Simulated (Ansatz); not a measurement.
`C[O][Ga]([SH])[SH]` → C• + Ga• + 5 H• + O• + 2 S•  (atomization)

Gas-phase electronic energies from Ansatz, PBE0-D4/def2-TZVP geometries. CBS: MP2 limit from def2 TZ/QZ plus the TZ coupled-cluster correction, frozen cores. This one scheme is used for every species, atoms too. DFT in def2-TZVPP. B3LYP here is the variant with VWN-RPA as its local correlation; programs differ in this. Open shells (•) are unrestricted, without spin–orbit coupling. Spin–orbit coupling would lower the free atoms: a little for C, O, S; clearly for Ga. For Ga outer-core shells are correlated without core-valence functions, so the limit isn't a true one: a few kJ/mol of doubt a bond, and 10 to 20 or more in all where bonds break to atoms. Scalar relativity is left out up to krypton. Each species was taken in one conformer, which may not be the lowest.

`C[O][Ga]([SH])[SH]`:

Cartesian coordinates in Å:
```
C 1.826 -0.109 -0.246
O 0.708 0.729 -0.082
Ga -0.944 0.116 0.129
S -1.275 -2.054 0.129
S -2.519 1.612 0.373
H 2.339 0.140 -1.180
H 1.571 -1.176 -0.279
H 2.527 0.041 0.582
H -2.600 -1.918 0.302
H -1.633 2.619 0.273
```

| level | ΔE (kcal/mol) | difference from CCSD(T)/CBS |
| --- | --- | --- |
| PBE-D4 | 809.8 | 10.0 |
| r2SCAN-D4 | 802.0 | 2.2 |
| PBE0-D4 | 794.9 | -4.9 |
| B3LYP-D4 | 789.6 | -10.2 |
| ωB97X-V | 801.3 | 1.5 |
| ωB97M-V | 798.6 | -1.2 |
| B2PLYP | 783.7 | -16.1 |
| PBE | 803.7 | 3.9 |
| r2SCAN | 800.5 | 0.7 |
| PBE0 | 789.6 | -10.2 |
| B3LYP | 779.7 | -20.1 |
| HF/def2-TZVPP | 561.0 | -238.8 |
| MP2/def2-TZVPP | 793.6 | -6.2 |
| SCS-MP2/def2-TZVPP | 786.9 | -12.9 |
| CCSD/def2-TZVPP | 764.3 | -35.5 |
| CCSD(T)/def2-TZVPP | 778.7 | -21.1 |
| HF/def2-QZVPP | 561.5 | -238.3 |
| MP2/def2-QZVPP | 805.8 | 6.0 |
| SCS-MP2/def2-QZVPP | 800.9 | 1.1 |
| HF/CBS(def2) | 561.6 | -238.2 |
| MP2/CBS(def2) | 814.6 | 14.8 |
| CCSD/CBS(def2) | 785.3 | -14.5 |
| CCSD(T)/CBS | 799.8 | 0 |

Largest T1 diagnostic among the species: 0.013.

The D4 term adds +9.9 kcal/mol with B3LYP and +5.3 kcal/mol with PBE0; it sums over pairs of atoms, weighted by their polarisabilities, and B3LYP, whose exchange is more repulsive, gets the larger term. From PBE to PBE0 (25 % exact exchange), in def2-TZVPP and without D4, ΔE moves by −14.1 kcal/mol: exact exchange takes away binding that semilocal exchange gives to molecules. In def2-TZVPP, CCSD(T) changes the Hartree–Fock value by +217.7 kcal/mol (the triples alone add +14.5 kcal/mol) and MP2 by +232.6 kcal/mol; breaking electron pairs costs correlation energy, which Hartree–Fock lacks.

For atomizations the MP2-based limit and the directly extrapolated one differ by several kJ/mol either way, and by 10 to 25 for some Ge, Se and Sn compounds, so smaller differences from it don't rank the levels.
